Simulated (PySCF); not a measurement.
C₂H₂N, SMILES [CH2]C#N, multiplicity 2. Atoms are numbered in the order given.

```xyz
5

C      0.0000     0.0000     1.1886
C      0.0000     0.0000    -0.1876
N      0.0000     0.0000    -1.3523
H      0.0000     0.9360     1.7298
H      0.0000    -0.9360     1.7298
```
Charge 0, spin multiplicity 2.

Geometry optimised at PBE0-D3(BJ)/def2-TZVP. The isomer is the one that the SMILES or the coordinates give; other isomers of the formula were not compared.

These are PBE/def2-TZVPD (PySCF) values and carry that method's errors.

| Item | Result |
|---|---|
| total energy | -131.97955 hartree |
| point group | C2v |
| α spin, highest occupied and lowest empty level | -6.41 and -0.78 eV |
| β spin, highest occupied and lowest empty level | -8.38 and -4.69 eV |
| dipole moment | 0.710 e·Å |
| quadrupole, principal values (traceless, Buckingham form, about the centre of nuclear charge) | -1.69, -0.61, 2.30 D·Å |
| mean static polarisability | 30.9 bohr³ (4.59 Å³) |
| polarisability, principal values | 22.5, 23.8, 46.5 bohr³ |
| ⟨S²⟩ | 0.759 (pure state 0.75) |
